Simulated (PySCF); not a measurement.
Gas-phase reaction: 3 SnH2F2 ⇌ SnH4 + H2 + 2 SnF3

Computed with PySCF and rigid-rotor harmonic-oscillator thermochemistry at 1 bar. † marks an energy on the PBE0/def2-TZVP geometry and frequencies; other levels use their own. Open shells (unrestricted): SnF3 (multiplicity 2); the rest are closed-shell singlets. Sn: scalar-relativistic def2 core potential, no spin-orbit coupling. SnH2F2, SnF3: computed as isolated molecules; such fragments, hydroxides, amides, oligomers or adducts are transient or little studied in the gas. The harmonic model lacks anharmonicity and excited electronic states, which grow with temperature; levels with a mode under 35 cm⁻¹ are left out.

```
level               ΔE electronic, kJ  ΔH°(298 K), kJ  ΔS°(298 K), J/K  ΔG°(1600 K), kJ
------------------  -----------------  --------------  ---------------  ---------------
HF/def2-TZVP†                     174             168              115              -16
PBE/def2-SVP                      153             147              120              -45
PBE0/def2-QZVP†                   186             180              115               -5
PBE0/def2-TZVP                    185             178              115               -6
ωB97M-V/def2-TZVP†                196             190              115                6
ωB97X-V/def2-TZVP†                210             204              115               19
```
ΔH° is lowest at PBE/def2-SVP and highest at ωB97X-V/def2-TZVP†. No reference value is set beside these.
